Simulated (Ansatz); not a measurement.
**Question.** Predict a relaxed structure of Li3Br4, charge 0, doublet, at r2SCAN-D4/def2-SVP (Ansatz).

**Answer.** 
```xyz
7

Li   -0.166    1.148    1.403
Li    1.089   -0.038   -1.458
Li   -1.484   -1.784    0.089
Br   -0.172   -1.985   -1.850
Br    0.324    2.325   -0.823
Br    2.261    0.731    0.690
Br   -1.853   -0.397    1.949
```
Point group C2v (tolerance 0.1 Å). This is one stationary point.

In the doublet, Br5 and Br6 lie 2.93 Å apart (atoms count from 1), so these atoms are partly bonded to each other. The structure comes from a short search, and lower isomers may exist.
